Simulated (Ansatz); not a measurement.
Program: Ansatz. Geometries: PBE0-D4/def2-TZVP. ΔE: electronic, gas phase. CCSD(T)/CBS adds triple-zeta CCSD(T) − MP2 to the extrapolated MP2 energy (def2 sets, frozen cores). This one scheme is used for every species. DFT in def2-TZVPP. One conformer a species, not always the lowest.

`N[SiH2]BF` → `NBF` + `[SiH2]`  (silylene formation by 1,1-elimination)

**Question.** Is it downhill or uphill in electronic energy at CCSD(T)/CBS, and by how much? (An estimate is asked.)

**Answer.** Ansatz gave: Uphill: ΔE = +26.5 kcal/mol.

**Question.** What do these levels give: ωB97X-V, revPBE, r2SCAN, r2SCAN0, LC-ωPBE, MP2/def2-SVP? (Best estimate.)

**Answer.** Ansatz gave: ωB97X-V 29.2, revPBE 23.2, r2SCAN 29.8, r2SCAN0 29.8, LC-ωPBE 30.7, MP2/def2-SVP 21.0 kcal/mol.

Largest T1 diagnostic among the species: 0.014.

From PBE to PBE0 (25 % exact exchange), in def2-TZVPP and without D4, ΔE moves by +1.6 kcal/mol. Leaving LDA and LC-ωPBE aside and taking each functional with its dispersion term where it has one, the values, not all of them listed here, spread over 7.4 kcal/mol, from BLYP-D4 to r2SCAN0-D4. LDA lies +5.3 kcal/mol from PBE without D4.
